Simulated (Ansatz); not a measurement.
Program: Ansatz. Geometries: PBE0-D4/def2-TZVP. ΔE: electronic, gas phase. CBS: MP2 limit from def2 TZ/QZ plus the TZ coupled-cluster correction, frozen cores. This one scheme is used for every species. DFT in def2-TZVPP. B3LYP here is the variant with VWN-RPA as its local correlation; programs differ in this. One conformer a species, not always the lowest.

Reaction (formal exchange of groups at the Si–S bond): `C[Si](S)(Cl)Cl` + benzene → `C[Si](Cl)(Cl)c1ccccc1` + H₂S

`C[Si](S)(Cl)Cl`:

Cartesian coordinates in Å:
```
C 0.464 0.652 -0.918
Si -0.170 -0.662 0.215
S -1.619 0.015 1.609
Cl -1.130 -2.114 -0.858
Cl 1.429 -1.502 1.184
H -0.364 1.095 -1.474
H 0.964 1.435 -0.345
H 1.181 0.225 -1.623
H -0.757 0.856 2.210
```

`c1ccccc1`:

```xyz
12

C     0.609   -1.047   -0.677
C     1.151   -0.581    0.512
C     0.542    0.465    1.190
C    -0.609    1.047    0.677
C    -1.151    0.581   -0.512
C    -0.542   -0.465   -1.190
H     1.085   -1.864   -1.207
H     2.050   -1.036    0.912
H     0.965    0.829    2.119
H    -1.085    1.864    1.207
H    -2.050    1.036   -0.912
H    -0.965   -0.829   -2.119
```

`C[Si](Cl)(Cl)c1ccccc1`:

```xyz
18

C    -0.744   -2.316    1.670
Si    0.720   -1.503    0.884
Cl    1.639   -2.847   -0.374
Cl    2.091   -1.033    2.344
C     0.310    0.030   -0.072
C    -1.004    0.494   -0.140
C    -1.314    1.642   -0.854
C    -0.313    2.340   -1.510
C     1.000    1.890   -1.451
C     1.307    0.744   -0.738
H    -1.224   -1.639    2.381
H    -0.422   -3.209    2.209
H    -1.473   -2.614    0.913
H    -1.798   -0.042    0.368
H    -2.340    1.991   -0.898
H    -0.554    3.237   -2.068
H     1.784    2.435   -1.964
H     2.336    0.400   -0.699
```

H₂S:

Z-matrix (Å, degrees):
```
S
H 1 1.341
H 1 1.341 2 92.3
```

Problem. Is it downhill or uphill in electronic energy at CCSD(T)/CBS, and by how much? (Best estimate.)

Solution. The calculation gave: Uphill: ΔE = +12.2 kcal/mol.

Problem. What do these levels give: BHLYP-D4, CAM-B3LYP-D4, ωB97X-V, revPBE, PBE0, B3LYP, BHLYP, CAM-B3LYP, MP2/def2-SVP, HF/def2-TZVPP, CCSD/def2-TZVPP, HF/def2-QZVPP? (An estimate is asked.)

Solution. Ansatz gave: BHLYP-D4 12.3, CAM-B3LYP-D4 11.9, ωB97X-V 12.6, revPBE 15.5, PBE0 14.8, B3LYP 14.5, BHLYP 14.3, CAM-B3LYP 13.7, MP2/def2-SVP 9.5, HF/def2-TZVPP 14.6, CCSD/def2-TZVPP 11.6, HF/def2-QZVPP 14.6 kcal/mol.

Largest T1 diagnostic among the species: 0.010.

The D4 term adds −2.6 kcal/mol with B3LYP and −1.7 kcal/mol with PBE0; it sums over pairs of atoms, weighted by their polarisabilities, and B3LYP, whose exchange is more repulsive, gets the larger term. At CCSD(T), def2-SVP lies −2.6 kcal/mol from the extrapolated value and def2-TZVPP −1.2 kcal/mol. Leaving LDA and LC-ωPBE aside and taking each functional with its dispersion term where it has one, the values, not all of them listed here, spread over 2.0 kcal/mol, from BLYP-D4 to B97M-V. LDA lies −1.7 kcal/mol from PBE without D4.
